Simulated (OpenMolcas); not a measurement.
A calculation on W2+.

```yaml
Program: OpenMolcas 26.06
Method: "SS-RASPT2, IPEA 0.25 Eh, imaginary shift 0.1 Eh (closed shells correlated: 5s 5p)"
Basis: ANO-RCC-VTZP [8s7p5d3f2g1h]
Scalar_Hamiltonian: DKH2, point nucleus
Active_space: 4 electrons in 9 orbitals (RAS2 5d 6s; RAS3 6p, at most 2 electrons)
State_averaging: 2S+1 = 5 even, 15 roots; 2S+1 = 3 even, 90 roots kept (CI in the orbitals of an earlier block); 2S+1 = 1 even, 89 roots kept (CI in the orbitals of an earlier block); 2S+1 = 5 odd, 60 roots (21 in the spin-orbit step); 2S+1 = 3 odd, 78 roots kept (CI in the orbitals of an earlier block, 5 in the spin-orbit step); 2S+1 = 1 odd, 84 roots kept (CI in the orbitals of an earlier block, 0 in the spin-orbit step)
Spin-orbit_coupling: RASSI with atomic mean-field integrals over the reference wave functions, term energies averaged over their components
```

(1) Which level of the active space comes out lowest?

(2) How high does 5d3 6s 5F2 lie?

(3) How high does 5d4 3P1 lie?

(4) How high does 5d4 5D3 lie?

(5) The level at 15400 cm-1 has J = 4. What is it made of, and what is its g factor?

Measured values: NIST levels as listed in McCann et al., Mon. Not. R. Astron. Soc. 538, 537 (2025).

## Answers

(1) 5d4 5D0, with 64 % of that term; it is also the measured ground level.

(2) 13100 cm-1 above the lowest level; measured 12427 cm-1 above the ground level, so the calculation is off by +5 %.

(3) 13980 cm-1 above the lowest level; measured 12881 cm-1 above the ground level, so the calculation is off by +9 %.

(4) 6930 cm-1 above the lowest level; measured 6278 cm-1 above the ground level, so the calculation is off by +10 %.

(5) 50 % 5d4 3H4, 18 % 5d4 3G, 10 % 5d4 3F; g = 0.982, against 0.800 from Landé's formula for the pure leading term.

Term energies are means over components that CASPT2 splits; among the terms shown or strongly mixed into the levels shown the widest spread is 350 cm-1 (5d3 6s 5F). Some high roots are left out of the spin-orbit mixing, which shifts the levels that they would mix with. Terms from blocks run as CI alone lack orbitals of their own. Configurations are named by rounded mean occupations; where the s occupation lies near a half they are strongly mixed, a name can repeat and a true partner stay unpaired. A single d shell beside an s shell can misplace configurations of different d count against each other. Computed and measured levels are paired by configuration, term and J; levels that our copy of the source lacks, or whose pairing is in doubt (as where it misses far off the trend of its configuration), stay unpaired and out of the deviations. Only configurations of the active space appear.
